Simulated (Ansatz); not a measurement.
`[OH][GeH]([Cl])[Cl]` → `[Cl][Ge][Cl]` + H₂O at 298.15 K and 1 bar (germylene formation by 1,1-elimination).

Calculated with Ansatz (gas phase, PBE0-D4/def2-TZVP geometries, no zero-point term in ΔE). CCSD(T)/CBS adds triple-zeta CCSD(T) − MP2 to the extrapolated MP2 energy (def2 sets, frozen cores). This one scheme is used for every species. For Ge outer-core shells are correlated without core-valence functions, which leaves a few kJ/mol of doubt a bond. Scalar relativity is left out up to krypton. One conformer a species, not always the lowest.

```json
{"species": "`[OH][GeH]([Cl])[Cl]`", "CCSD(T)/CBS energy (Eh)": "-3072.15640", "H − E (kJ/mol)": "83.3", "S (J/(mol·K))": "336.8"}
{"species": "`[Cl][Ge][Cl]`", "CCSD(T)/CBS energy (Eh)": "-2995.74627", "H − E (kJ/mol)": "18.9", "S (J/(mol·K))": "295.4"}
{"species": "H₂O", "CCSD(T)/CBS energy (Eh)": "-76.37941", "H − E (kJ/mol)": "66.4", "S (J/(mol·K))": "188.7"}
```

H − E and S are ideal-gas, rigid-rotor, harmonic terms from PBE0-D4/def2-TZVP, for one conformer and one mirror image of each species. 1 Eh = 2625.50 kJ/mol, R = 8.31446 J/(mol·K).

Question: By hand: ΔE, ΔH, ΔS and ΔG.

Answer: ΔE = (-2995.74627) + (-76.37941) − (-3072.15640) = 0.03072 Eh = 80.7 kJ/mol. Δ(H − E) = 18.9 + 66.4 − 83.3 = 2.0, so ΔH = 82.7 kJ/mol. ΔS = 295.4 + 188.7 − 336.8 = 147.3 J/(mol·K). ΔG = 82.7 − 298.15 × (147.3)/1000 = 38.8 kJ/mol.

Question: By hand: the equilibrium constant, and the temperature at which ΔG would vanish if ΔH and ΔS stayed fixed.

Answer: log₁₀ K = −ΔG/(RT ln 10) = -6.8. ΔG = 0 at ΔH/ΔS = 561 K.

The number of gas molecules changes by +1, which sets the sign of ΔS. A doubt of 5 kJ/mol in ΔE shifts log₁₀ K by 0.9 here. Other conformers and mirror images would add mixing entropy, several J/(mol·K) or more a flexible species. These are equilibria of isolated gas molecules and say nothing of rates. Largest T1 diagnostic: 0.013 (customary marks: 0.02 for closed shells, 0.045 for open ones).
